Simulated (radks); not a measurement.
Results of a calculation; reference values are marked as such.
Spherical quantum dot in the effective-mass picture: electrons in a well V = -V0 / (1 + exp((r - R)/a)) with V0 = 33.1, R = 1.98, a = 0.067, all in effective atomic units (hartree* = m*/eps^2 hartree, bohr* = eps/m* bohr), one dielectric constant everywhere. Level of theory: non-relativistic Kohn-Sham, r2SCAN, spin-polarised, spherical densities, generalised Kohn-Sham scheme (a radial shooting solver with Libxc functionals). Levels are named by radial order and angular momentum (1s, 1p, 1d, 2s, ...), and open shells are averaged over m. Results are scaled to m* = 0.038 and eps = 5.3, for which hartree* = 36.81 meV and bohr* = 7.381 nm.

N = 20, configuration 1s2 1p6 1d10 1f(up 2, down 0). This is the lowest configuration that the search found. Occupied and some empty levels:

level    occupation  eigenvalue (meV)  <r> (nm)
1s up             1           -698.58     9.293
1s down           1           -696.83     9.242
1p up             3           -668.94     9.993
1p down           3           -666.69     9.965
1d up             5           -622.39     10.51
1d down           5           -619.69     10.50
1f up             2           -561.49     10.92
1f down           0           -558.44     10.92
2s up             0           -556.35     7.044
2s down           0           -554.95     7.087
1g up             0           -487.68     11.26
1g down           0           -484.35     11.26
2p up             0           -474.81     8.145
2p down           0           -473.44     8.167
2d up             0           -381.38     8.891
2d down           0           -379.65     8.895

Energy (meV): total -17365.1, kinetic 2244.6, external -23875, Hartree 4835.0, exchange-correlation -569.29.
